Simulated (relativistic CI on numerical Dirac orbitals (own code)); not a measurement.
**Hyperfine structure of Fe9+, mass number 57**

Method of calculation: Dirac-Coulomb-Breit CI, orbitals from a KLI potential per configuration, a model potential for QED, unscaled Slater integrals (own radial code, finite nucleus).

CI space (outside the closed core [Ne]): 3s2.3p5, 3s.3p6, 3s2.3p4.3d, 3s.3p5.3d, 3p6.3d, 3s.3p4.3d2, 3s2.3p4.4s, 3s2.3p4.4p, 3s2.3p3.3d.4p, 3p6.4s, 3s2.3p4.4d, 3p6.4p, 3s.3p5.4s, 3s2.3p3.3d2, 3s2.3p2.3d3, 3s.3p3.3d3, 3s2.3p2.3d2.4s, 3s2.3p2.3d2.4p, 3s2.3p2.3d2.4d. Double excitations out of closed p, d and f shells are left out; levels of such configurations are missing from the list, as are those of other unlisted configurations, and high levels can miss mixing partners. These lack a partner that the ground configuration has and come out too high: 3s.3p5.4s.

Nuclear spin I = 1/2, μ = 0.09064 μN (tables of Stone and Pyykkö). The electronic factors are computed for point nuclear moments, without core polarisation or the Bohr-Weisskopf and QED corrections.

```tsv
Level	E (eV)	A (MHz)
3s2.3p5 2P°_3/2	0.0000	740.5
3s2.3p5 2P°_1/2	1.9380	3664
3s.3p6 2S_1/2	35.4647	9989
3s2.3p4.3d 4D_7/2	48.3230	199.9
3s2.3p4.3d 4D_5/2	48.3310	396.3
3s2.3p4.3d 4D_3/2	48.4866	610.7
3s2.3p4.3d 4D_1/2	48.6739	1311
3s2.3p4.3d 4F_9/2	52.3233	392.3
```

Levels with J = 0, under 50 % of one LS term, or S terms without an open s electron are left out. Small factors come from cancelling terms and can be off by tens of per cent or more.

At this charge energies of transitions that change n are usually good to better than 1 %, and those within a shell (Δn = 0) to a few per cent.

(1) Give the hyperfine levels of 3s2.3p5 2P°_1/2 relative to its centre of gravity.

Answers

(1) With K = F(F + 1) − I(I + 1) − J(J + 1), E = AK/2: F = 0: -2748, F = 1: 916 MHz.

LS names give the leading component of a level, which can be under half, so a name can repeat, a term be missing and a line seem to break the LS rules.
